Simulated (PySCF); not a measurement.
This PySCF input asks for the NMR shieldings of `CC#[N+][BH2-]SCC1CC1`, C₆H₁₂BNS; the geometry comes from GFN2-xTB.

```python
import basis_set_exchange as bse
import numpy as np
from pyscf import gto, dft
from pyscf.prop import nmr

atoms = """
C     4.524130    0.311031   -0.823053
C     3.384344    0.112279    0.013577
N     2.452757   -0.024684    0.676040
B     1.173397    0.021626    1.411055
S     0.131055    1.198382    0.292763
C    -1.008605    0.020978   -0.532794
C    -2.134118   -0.387509    0.373848
C    -3.459373   -0.782378   -0.209817
C    -3.320653    0.513213    0.529440
H     4.397175   -0.240510   -1.754747
H     5.425724   -0.037202   -0.318220
H     4.625875    1.373508   -1.047576
H     0.713144   -1.067699    1.438207
H     1.387906    0.523214    2.461450
H    -0.423249   -0.841590   -0.855641
H    -1.387929    0.546260   -1.409049
H    -1.804207   -0.919836    1.258309
H    -3.572652   -0.746986   -1.283125
H    -4.006312   -1.587954    0.256847
H    -3.332439    1.429515   -0.041222
H    -3.774891    0.603284    1.504280
"""
names = dict.fromkeys(["C", "N", "B", "S", "H"], "pcSseg-1")
basis = {el: gto.basis.parse(bse.get_basis(n, elements=[el], fmt="nwchem")) for el, n in names.items()}
mol = gto.M(atom=atoms, basis=basis, charge=0, verbose=0)
mf = dft.RKS(mol, xc="PBE0")
mf.grids.level = 2
mf.grids.alignment = dft.numint.BLKSIZE   # the property module wants whole blocks of grid points
mf.conv_tol = 1e-9
mf.kernel()

calc = nmr.RKS(mf)   # GIAO
C = mf.mo_coeff
Co = C[:, mf.mo_occ > 0]
resp = mf.gen_response(singlet=True, hermi=2)
def vind(x):   # induced exchange potential for any number of trial vectors
    d = np.einsum("pi,xij,qj->xpq", C, 2 * x.reshape(-1, C.shape[1], Co.shape[1]), Co, optimize=True)
    return np.einsum("xpq,pi,qj->xij", resp(d - d.transpose(0, 2, 1)), C, Co, optimize=True).ravel()
mo1, _ = nmr.rhf.solve_mo1(calc, with_cphf=vind)
sigma = calc.kernel(mo1)
for i, s in enumerate(sigma):   # ppm
    print("%2d %-2s %9.2f" % (i, mol.atom_pure_symbol(i), np.trace(s) / 3))
```

**Question.** What does it print?

**Answer.** 
```
 0 C     184.14
 1 C      61.28
 2 N      32.03
 3 B     128.59
 4 S     523.15
 5 C     141.40
 6 C     169.94
 7 C     178.08
 8 C     179.27
 9 H      29.24
10 H      29.33
11 H      29.16
12 H      29.36
13 H      29.02
14 H      28.56
15 H      30.39
16 H      30.69
17 H      31.68
18 H      31.26
19 H      31.63
20 H      31.27
```

These numbers come from an equivalent density-fitted implementation of the same equations, which agrees with the script to about 0.01 ppm for H and up to a few tenths of a ppm for heavy atoms, so last digits may differ.

Size and cost of the density-fitted run: 220 basis functions, 91 s wall time on 1 thread of an Arm Neoverse N1, shared host; peak memory 0.98 GiB.
